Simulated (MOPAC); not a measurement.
A run for MOPAC: PM3 on F2GeH3N (SMILES [NH2][GeH]([F])[F]), a point of a torsion scan.

```
PM3 1SCF PRECISE CHARGE=0 THREADS=1
F2GeH3N

N      1.13240316 1    -0.08648817 1    -0.18284702 1
Ge    -0.63240409 1     0.06600985 1     0.02101821 1
F     -1.11920959 1    -0.94276175 1     1.34056000 1
F     -1.35992545 1    -0.77363860 1    -1.29087565 1
H      1.72752396 1     0.72176544 1    -0.09698891 1
H      1.56641582 1    -0.89103234 1     0.24877477 1
H     -1.31736573 1     1.37729777 1     0.13761327 1
```

Program output:

```
*******************************************************************************
 **                                                                           **
 **                              MOPAC v23.2.5                                **
 **                                                                           **
 *******************************************************************************
 ** MOPAC's Digital Object Identifier: https://doi.org/10.5281/zenodo.6511958 **
 **                                                                           **
 ** Please cite the open-source release paper for use of this MOPAC version:  **
 ** J. E. Moussa and J. J. P. Stewart (2026)                                  **
 ** MOPAC: An open-source semiempirical molecular orbital program             **
 ** J. Open Source Softw., 11(119), 8025, https://doi.org/10.21105/joss.08025 **
 *******************************************************************************

                              PM3 CALCULATION RESULTS

 *******************************************************************************
 *  PM3        - The PM3 Hamiltonian to be used
 *
 *
 *
 *                 CHARGE ON SYSTEM = 0
 *
 *
 *
 *  PRECISE    - TIGHTER CRITERIA TO BE USED
 *  1SCF       - DO 1 SCF AND THEN STOP
 *  THREADS=1  - MULTI-THREADING NOT USED
 *  T=         - A TIME OF 172800.0 SECONDS REQUESTED
 *  DUMP=N     - RESTART FILE WRITTEN EVERY 7200.0 SECONDS REQUESTED
 *******************************************************************************
PM3 1SCF PRECISE CHARGE=0 THREADS=1
 F2GeH3N

   ATOM   CHEMICAL          X               Y               Z
  NUMBER   SYMBOL      (ANGSTROMS)     (ANGSTROMS)     (ANGSTROMS)

     1       N          1.13240316  *  -0.08648817  *  -0.18284702  *
     2      Ge         -0.63240409  *   0.06600985  *   0.02101821  *
     3       F         -1.11920959  *  -0.94276175  *   1.34056000  *
     4       F         -1.35992545  *  -0.77363860  *  -1.29087565  *
     5       H          1.72752396  *   0.72176544  *  -0.09698891  *
     6       H          1.56641582  *  -0.89103234  *   0.24877477  *
     7       H         -1.31736573  *   1.37729777  *   0.13761327  *



          CARTESIAN COORDINATES

    NO.       ATOM           X           Y           Z

     1         N          1.1324     -0.0865     -0.1828
     2        Ge         -0.6324      0.0660      0.0210
     3         F         -1.1192     -0.9428      1.3406
     4         F         -1.3599     -0.7736     -1.2909
     5         H          1.7275      0.7218     -0.0970
     6         H          1.5664     -0.8910      0.2488
     7         H         -1.3174      1.3773      0.1376

  H: (PM3): J. J. P. STEWART, J. COMP. CHEM. 10, 209 (1989).
  N: (PM3): J. J. P. STEWART, J. COMP. CHEM. 10, 209 (1989).
  F: (PM3): J. J. P. STEWART, J. COMP. CHEM. 10, 209 (1989).
 Ge: (PM3): J. J. P. STEWART, J. COMP. CHEM. 12, 320-341 (1991).

           Empirical Formula: H3 N Ge F2  =     7 atoms



      MOLECULAR POINT GROUP   :   C1


      RHF CALCULATION, NO. OF DOUBLY OCCUPIED LEVELS = 13


 -------------------------------------------------------------------------------
 PM3 1SCF PRECISE CHARGE=0 THREADS=1
 F2GeH3N



     1SCF WAS SPECIFIED, SO BFGS WAS NOT USED
     SCF FIELD WAS ACHIEVED


                              PM3 CALCULATION
                                                       MOPAC v23.2.5 Linux




          FINAL HEAT OF FORMATION =       -139.40700 KCAL/MOL =    -583.27887 KJ/MOL


          COSMO AREA              =        103.16 SQUARE ANGSTROMS
          COSMO VOLUME            =         89.53 CUBIC ANGSTROMS

          IONIZATION POTENTIAL    =          9.977949 EV
          HOMO LUMO ENERGIES (EV) =         -9.978 -0.061
          NO. OF FILLED LEVELS    =         13
          MOLECULAR WEIGHT        =        127.6172         POINT GROUP:  C1

          MOLECULAR DIMENSIONS (Angstroms)

            Atom       Atom       Distance
            H     7    H     6     3.67068
            H     5    F     3     3.40374
            H     5    F     4     2.36986


          SCF CALCULATIONS        =          1





   ATOM   CHEMICAL          X               Y               Z
  NUMBER   SYMBOL      (ANGSTROMS)     (ANGSTROMS)     (ANGSTROMS)

     1       N          1.13240316  *  -0.08648817  *  -0.18284702  *
     2      Ge         -0.63240409  *   0.06600985  *   0.02101821  *
     3       F         -1.11920959  *  -0.94276175  *   1.34056000  *
     4       F         -1.35992545  *  -0.77363860  *  -1.29087565  *
     5       H          1.72752396  *   0.72176544  *  -0.09698891  *
     6       H          1.56641582  *  -0.89103234  *   0.24877477  *
     7       H         -1.31736573  *   1.37729777  *   0.13761327  *

                             CARTESIAN COORDINATES

   1    N        1.132403160    -0.086488170    -0.182847020
   2   Ge       -0.632404090     0.066009850     0.021018210
   3    F       -1.119209590    -0.942761750     1.340560000
   4    F       -1.359925450    -0.773638600    -1.290875650
   5    H        1.727523960     0.721765440    -0.096988910
   6    H        1.566415820    -0.891032340     0.248774770
   7    H       -1.317365730     1.377297770     0.137613270


           Empirical Formula: H3 N Ge F2  =     7 atoms



      MOLECULAR POINT GROUP   :   C1


                  EIGENVALUES
 -28.35673 -21.23350 -20.44001 -17.41070 -16.76337 -15.91941 -15.77237 -15.39321
 -15.22208 -14.84937 -13.55559 -12.40111  -9.97795  -0.06077   0.27976   0.33594
   1.70156   4.01423   5.02005


              NET ATOMIC CHARGES AND DIPOLE CONTRIBUTIONS

  ATOM NO.   TYPE          CHARGE      No. of ELECS.   s-Pop       p-Pop
    1          N          -0.179070        5.1791     1.40072     3.77835
    2         Ge           0.738473        3.2615     0.84255     2.41897
    3          F          -0.305162        7.3052     1.65399     5.65118
    4          F          -0.296825        7.2968     1.64951     5.64732
    5          H           0.053680        0.9463     0.94632
    6          H           0.061635        0.9384     0.93837
    7          H          -0.072730        1.0727     1.07273
 DIPOLE           X         Y         Z       TOTAL
 POINT-CHG.     1.732     2.235     0.108     2.829
 HYBRID         0.321     0.139     0.820     0.891
 SUM            2.053     2.374     0.928     3.272


          ATOMIC ORBITAL ELECTRON POPULATIONS

     Atom    s        px        py        pz
    1  N   1.40072   1.01573   1.04592   1.71670
    2 Ge   0.84255   0.84347   0.87731   0.69819
    3  F   1.65399   1.94830   1.88356   1.81932
    4  F   1.64951   1.91598   1.91055   1.82079
    5  H   0.94632
    6  H   0.93837
    7  H   1.07273

 **********************
 *                    *
 * JOB ENDED NORMALLY *
 *                    *
 **********************




 == MOPAC DONE ==
```

The run finished.

Cost: roughly 0.020 core-seconds.
